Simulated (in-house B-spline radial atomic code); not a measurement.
**Ionising K3+ with different functionals**

Computed with a radial B-spline atomic code at the basis-set limit: non-relativistic Hamiltonian, point nucleus, spin-polarised at highest spin, spherical fractional occupations for the functionals, the average over the highest-spin determinants for Hartree-Fock. The ionisation energy is the difference of two self-consistent energies, [Ne] 3s2 3p4 → [Ne] 3s2 3p3, without Breit or QED terms; ε is the level of the shell that loses the electron (its least bound occupied spin orbital).

Hybrids are left out here: with spherical fractional occupations of an open shell their exact exchange keeps a self-interaction that integer-occupation calculations don't have.

| method | rung | ΔSCF (eV) | -ε(3p) (eV) |
| --- | --- | --- | --- |
| Hartree-Fock | Hartree-Fock | 59.24 | 60.04 |
| LDA VWN5 | LDA | 61.02 | 53.39 |
| LDA PW92 | LDA | 61.02 | 53.39 |
| LDA exchange-only | LDA | 58.81 | 51.38 |
| PBE | GGA | 60.66 | 53.14 |
| PBEsol | GGA | ? | ? |
| BLYP | GGA | 60.70 | 53.05 |
| RPBE | GGA | 60.56 | 53.08 |
| PW91 | GGA | 60.78 | 53.25 |
| BP86 | GGA | 60.87 | 53.30 |
| AM05 | GGA | 60.64 | 53.11 |
| OLYP | GGA | 60.51 | 53.06 |
| TPSS | meta-GGA | 60.56 | 53.14 |
| SCAN | meta-GGA | 60.28 | 53.07 |
| r2SCAN | meta-GGA | 60.25 | 53.04 |
| M06-L | meta-GGA | ? | ? |
| revTPSS | meta-GGA | 60.47 | 53.07 |

Question: What does PBEsol give?

Answer: ΔSCF 60.61 eV, and -ε(3p) = 53.09 eV.

Question: What does M06-L give?

Answer: ΔSCF 60.17 eV, and -ε(3p) = 52.96 eV.

Question: How do they compare with the NIST value?

Answer: NIST lists 60.92 eV ± 0.019 (semi-empirical, ground level to ground level). Errors run from -2.11 to +0.10 eV; BP86 is closest (-0.05 eV), but part of that can be cancellation, since the calculations leave out relativity, Breit-QED terms, multiplet and fine-structure energies. Hartree-Fock also lacks correlation.
